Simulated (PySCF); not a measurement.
Compound: C₂H₆SSi.
Geometry (PBE0-D3(BJ)/def2-SVP, Å), atoms numbered from 1 in this order:
```xyz
10
C2H6SSi angstrom
C      1.5210   -0.4707    0.1141
C      1.1838    0.7410   -0.3350
S     -0.4086    1.4759   -0.4910
Si    -1.7330   -0.0647    0.2135
H      2.5735   -0.7623    0.1407
H      0.7948   -1.2086    0.4666
H      1.9602    1.4357   -0.6739
H     -1.6274   -1.2990   -0.6199
H     -1.4559   -0.4163    1.6378
H     -3.0861    0.5429    0.0798
```

Hirshfeld charges (e) from the PBE0/pcSseg-1 density (PySCF), one withheld:

```json
{"atom": "C1", "bonded to": "C2 H5 H6", "charge": "-0.1158"}
{"atom": "C2", "bonded to": "C1 S3 H7", "charge": "-0.0596"}
{"atom": "S3", "bonded to": "C2 Si4", "charge": "?"}
{"atom": "Si4", "bonded to": "S3 H8 H9 H10", "charge": "+0.2906"}
{"atom": "H5", "bonded to": "C1", "charge": "+0.0525"}
{"atom": "H6", "bonded to": "C1", "charge": "+0.0417"}
{"atom": "H7", "bonded to": "C2", "charge": "+0.0533"}
{"atom": "H8", "bonded to": "Si4", "charge": "-0.0689"}
{"atom": "H9", "bonded to": "Si4", "charge": "-0.0690"}
{"atom": "H10", "bonded to": "Si4", "charge": "-0.0638"}
```

Question: What is the charge on S3?

Answer: The charges add up to the total charge, 0. The others sum to +0.0610, which leaves -0.0610 e for S3 (sulfur bonded to C and Si); the computed value is -0.0612, the difference coming from rounding and the integration grid.

Question: Add each hydrogen's charge to the atom that carries it.

Answer: C1 -0.0216, C2 -0.0063, Si4 +0.0889. Atoms without hydrogen keep their charges.

Question: Across which bond do the charges differ most?

Answer: Si4–H9: +0.2906 on Si4 against -0.0690 on H9, a difference of 0.3596 e (Si4–H8 within 0.003 e of it). The lower charge is on the more electronegative element of the two (Pauling values: H 2.20, Si 1.90).

Question: Take the bonds between elements whose Pauling electronegativities differ by more than 0.25. In how many does the more electronegative atom carry the lower charge?

Answer: In 7 of 7.

Question: How much positive and how much negative charge does this set hold in all?

Answer: +0.4381 e on 4 atoms and -0.4383 e on 6.

The Hirshfeld scheme divides the density at each point in proportion to the densities of the neutral, spherically averaged free atoms. The structure is a single PBE0-D3(BJ)/def2-SVP conformer in the gas phase; no vibrational or solvent corrections.

These values come from a run that also computed NMR shieldings. Time: 11 s of wall time. Hardware: an Arm Neoverse N1 with one thread, no GPU (shared host).
